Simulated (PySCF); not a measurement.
## Ionisation energy of Rh³⁹⁺ by level of theory

Rh³⁹⁺ [He] 2s2 2p2 [2p1/2^2, M_J = 0] → Rh⁴⁰⁺ [He] 2s2 2p1 [2p1/2^1, M_J = 1/2], as a difference of total energies. Computed with PySCF 2.14 in an even-tempered Gaussian basis (17 s from 18 bohr⁻², ratio 2.4; 12 p from 24 bohr⁻², ratio 2.4; 5 d from 80 bohr⁻², ratio 2.6; 4 f from 120 bohr⁻², ratio 2.6), with the two-component X2C-1e Hamiltonian. Correlated levels: nothing frozen; the 32 highest virtual spinors dropped. "Screened" scales the spin-orbit matrix elements by Boettger's factors to mimic the two-electron term; Breit and QED terms are absent.

```json
{"method": "GHF (spin-free)", "ionisation energy (eV)": "5865.3"}
{"method": "GMP2 (spin-free)", "ionisation energy (eV)": "5864.9"}
{"method": "GHF (screened spin-orbit)", "ionisation energy (eV)": "5953.2"}
{"method": "GMP2 (screened spin-orbit)", "ionisation energy (eV)": "5955.5"}
```

Problem. How much does correlation contribute at GMP2 (screened spin-orbit)?

Solution. 5955.5 − (5953.2) = 2.3 eV, measured against GHF (screened spin-orbit).

For this ion Breit and QED terms and the two-electron picture change, all absent here, outweigh the correlation shift from GHF to GMP2.

The spin-free rows relax to the high-spin LS determinant and lack the spin-orbit shift.

The labels give the starting determinants; with spin-orbit coupling the two ends relaxed to ⟨J²⟩ = 0.00, ⟨L²⟩ = 1.33, ⟨S²⟩ = 1.33 and ⟨J²⟩ = 0.75, ⟨L²⟩ = 2.00, ⟨S²⟩ = 0.75.

For comparison: 5940 ± 7 eV (semi-empirical (NIST evaluation); NIST Atomic Spectra Database, ionization energies).
